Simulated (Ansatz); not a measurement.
Reaction (ligand exchange at the Si–C bond): `N[SiH2]C(F)[SiH3]` + PH₃ → `N[SiH2]P` + `FC[SiH3]`

Calculated with Ansatz (gas phase, PBE0-D4/def2-TZVP geometries, no zero-point term in ΔE). CCSD(T)/CBS adds triple-zeta CCSD(T) − MP2 to the extrapolated MP2 energy (def2 sets, frozen cores). This one scheme is used for every species. Functionals use def2-TZVPP. B3LYP here is the variant with VWN-RPA as its local correlation; programs differ in this. Each species was taken in one conformer, which may not be the lowest.

`N[SiH2]C(F)[SiH3]`:

```xyz
13

N     1.908    0.203    0.948
Si    1.237   -0.052   -0.607
C    -0.593    0.408   -0.807
F    -0.727    1.804   -0.646
Si   -1.782   -0.456    0.383
H     1.671   -0.396    1.722
H     2.119    1.136    1.261
H     1.329   -1.500   -0.934
H     2.002    0.779   -1.571
H    -0.896    0.164   -1.836
H    -1.392   -0.181    1.790
H    -3.175    0.012    0.164
H    -1.702   -1.920    0.133
```

PH₃:

Cartesian coordinates in Å:
```
P 0.047 0.578 0.020
H 0.072 -0.241 1.179
H 0.965 -0.249 -0.678
H -1.084 -0.088 -0.521
```

`N[SiH2]P`:

Cartesian coordinates in Å:
```
N -0.109 1.537 -0.320
Si -0.156 -0.164 -0.560
P 1.180 -1.125 0.986
H -0.453 1.952 0.530
H -0.225 2.158 -1.103
H 0.401 -0.422 -1.914
H -1.520 -0.769 -0.507
H 0.310 -0.766 2.054
H 0.573 -2.402 0.834
```

`FC[SiH3]`:

```xyz
8

F    -1.840   -0.347   -0.489
C    -0.555   -0.779   -0.179
Si    0.571    0.703    0.179
H    -0.179   -1.366   -1.023
H    -0.618   -1.445    0.688
H     1.925    0.178    0.503
H     0.046    1.473    1.335
H     0.650    1.582   -1.014
```

| level | ΔE (kJ/mol) | difference from CCSD(T)/CBS |
| --- | --- | --- |
| PBE0-D4 | -26.7 | -4.5 |
| B3LYP-D4 | -19.8 | 2.4 |
| B2PLYP | -23.1 | -0.9 |
| PBE | -28.8 | -6.6 |
| r2SCAN | -24.5 | -2.3 |
| PBE0 | -29.9 | -7.7 |
| MP2/def2-TZVPP | -21.8 | 0.4 |
| SCS-MP2/def2-TZVPP | -20.7 | 1.5 |
| CCSD/def2-TZVPP | -20.7 | 1.5 |
| CCSD(T)/def2-TZVPP | -20.1 | 2.1 |
| HF/def2-QZVPP | -25.8 | -3.6 |
| MP2/def2-QZVPP | -23.2 | -1.0 |
| SCS-MP2/def2-QZVPP | -22.1 | 0.1 |
| HF/CBS(def2) | -25.8 | -3.6 |
| MP2/CBS(def2) | -24.0 | -1.8 |
| CCSD/CBS(def2) | -22.8 | -0.6 |
| CCSD(T)/CBS | -22.2 | 0 |

Largest T1 diagnostic among the species: 0.013.

The D4 term adds +5.1 kJ/mol with B3LYP and +3.2 kJ/mol with PBE0; it sums over pairs of atoms, weighted by their polarisabilities, and B3LYP, whose exchange is more repulsive, gets the larger term. In def2-TZVPP, CCSD(T) changes the Hartree–Fock value by +5.4 kJ/mol (the triples alone add +0.6 kJ/mol) and MP2 by +3.6 kJ/mol.
